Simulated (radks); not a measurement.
Excited configurations of Mg3+: one electron is placed in a higher orbital outside [He] 2s2 2p4. The ground configuration is [He] 2s2 2p5. Method: scalar-relativistic Kohn-Sham, PBE, spin-polarised, spherical densities, finite nucleus; open shells are filled with parallel spins first; Fermi nuclear charge, rms radius 3.057 fm; computed with a radial shooting solver on a logarithmic mesh with Libxc functionals. Excitation = E - E(ground); binding = E(ion) - E, where the ion is the core of charge +4; n* = 4/sqrt(2 binding) in atomic units, and the quantum defect is n - n*.

outer orbital  excitation (eV)  binding (eV)     n*  quantum defect  eigenvalue (eV)
3p                      74.455        35.241  2.485           0.515          -30.731
4p                      91.325        18.372  3.442           0.558          -16.323
4d                      94.527        15.170  3.788           0.212          -13.275
5s                      97.303        12.394  4.191           0.809          -11.173
5d                      99.950         9.746  4.726           0.274           -8.686
6p                      102.10         7.595  5.354           0.646           -6.868
6f                      103.27         6.428  5.819           0.181           -5.737
7f                      104.93         4.771  6.755           0.245           -4.296

The Delta-SCF ionisation energy is 109.70 eV (NIST Atomic Spectra Database: 109.27 eV, semi-empirical). Self-interaction in the functional shifts the binding energies and quantum defects, so they are the method's values and not measured ones. Open shells are spherical and high-spin; term and fine-structure splittings are not resolved.
